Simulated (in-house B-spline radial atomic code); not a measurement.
Successive ionisation energies of niobium; each step leads to the configuration of the next row (after the last: [He] 2s2 2p1/2(2) 2p3/2(3)). Dirac energy differences include first-order Breit, QED and recoil terms. NIST's values go from ground level to ground level; the uncertainty of those that are theory runs from under 0.1 % in few-electron ions to several per cent in heavy many-electron ones. Computed with an all-electron radial atomic-structure program (B-spline basis): Dirac-Hartree-Fock, jj configuration that fills j = l - 1/2 first, finite nuclei.

A number in brackets counts the electrons of a j subshell.

```
  ion               configuration  ionisation energy (eV)  tabulated value (eV)  computed minus tabulated (eV)  highest orbital  largest mean radius (bohr)
Nb20+               [Ar] 3d3/2(3)                   875.1                   877                             -2            3d3/2                     0.40951
Nb21+               [Ar] 3d3/2(2)                   936.9                   940                             -3            3d3/2                     0.40557
Nb22+               [Ar] 3d3/2(1)                  1000.2                  1000                              0            3d3/2                     0.40166
Nb23+                [Ne] 3s2 3p6                  1175.6                  1176                              0            3p3/2                     0.39779
Nb24+  [Ne] 3s2 3p1/2(2) 3p3/2(3)                  1234.4                1230.6                              4            3p3/2                     0.39479
Nb25+  [Ne] 3s2 3p1/2(2) 3p3/2(2)                       ?                     ?                              ?                ?                           ?
Nb26+  [Ne] 3s2 3p1/2(2) 3p3/2(1)                       ?                     ?                              ?                ?                           ?
Nb27+           [Ne] 3s2 3p1/2(2)                       ?                     ?                              ?                ?                           ?
Nb28+           [Ne] 3s2 3p1/2(1)                  1499.9                  1488                             12            3p1/2                     0.38318
Nb29+                    [Ne] 3s2                  1619.9                1625.9                             -6            3s1/2                     0.38035
Nb30+                    [Ne] 3s1                  1684.2               1684.97                             -1            3s1/2                     0.37723
Nb31+                [He] 2s2 2p6                  4014.7                4020.1                             -5            2p3/2                     0.15419
```

(1) Fill in the row of Nb25+.

(2) Fill in the row of Nb26+.

(3) Fill in the row of Nb27+.

(4) Where is the largest jump?

(5) How far is this level of theory from the measured and semi-empirical values?

Results:

(1) ionisation energy (eV): 1294.0; tabulated value (eV): 1293.7; computed minus tabulated (eV): 0; highest orbital: 3p3/2; largest mean radius (bohr): 0.39183.

(2) ionisation energy (eV): 1354.5; tabulated value (eV): 1368; computed minus tabulated (eV): -14; highest orbital: 3p3/2; largest mean radius (bohr): 0.38892.

(3) ionisation energy (eV): 1434.3; tabulated value (eV): 1439; computed minus tabulated (eV): -5; highest orbital: 3p1/2; largest mean radius (bohr): 0.38605.

(4) From Nb30+ to Nb31+, by a factor of 2.38 (1684.2 to 4014.7 eV); the highest orbital goes from 3s1/2 to 2p3/2.

(5) Over those 9 rows the differences run from -13.5 to +11.9 eV (mean absolute value 5.2 eV). The calculation leaves out correlation and, in open shells, the multiplet splittings that an average leaves out.
